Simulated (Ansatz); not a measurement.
`COB(C)N` + `N=CC[SiH3]` → `CB(N)C[SiH3]` + `COC=N`  (formal exchange of groups at a B–O bond)

Calculated with Ansatz (gas phase, PBE0-D4/def2-TZVP geometries, no zero-point term in ΔE). CBS: MP2 limit from def2 TZ/QZ plus the TZ coupled-cluster correction, frozen cores. DFT in def2-TZVPP. B3LYP here is the variant with VWN-RPA as its local correlation; programs differ in this. Each species was taken in one conformer, which may not be the lowest.

Question: Is it downhill or uphill in electronic energy at CCSD(T)/CBS, and by how much? (Best estimate.)

Answer: Ansatz gave: Uphill: ΔE = +17.0 kcal/mol.

Question: What do these levels give: PBE0-D4, ωB97X-V, ωB97M-V, B2PLYP, PBE, PBE0, B3LYP, HF/def2-TZVPP, SCS-MP2/def2-TZVPP, CCSD/def2-TZVPP, CCSD(T)/def2-TZVPP, MP2/def2-QZVPP? (Estimate.)

Answer: The calculation gave: PBE0-D4 14.7, ωB97X-V 15.5, ωB97M-V 15.9, B2PLYP 16.7, PBE 14.2, PBE0 15.1, B3LYP 16.8, HF/def2-TZVPP 19.1, SCS-MP2/def2-TZVPP 17.2, CCSD/def2-TZVPP 17.4, CCSD(T)/def2-TZVPP 16.8, MP2/def2-QZVPP 16.6 kcal/mol.

Largest T1 diagnostic among the species: 0.014.

In def2-TZVPP, CCSD(T) changes the Hartree–Fock value by −2.3 kcal/mol (the triples alone add −0.7 kcal/mol) and MP2 by −2.7 kcal/mol. From PBE to PBE0 (25 % exact exchange), in def2-TZVPP and without D4, ΔE moves by +0.9 kcal/mol.
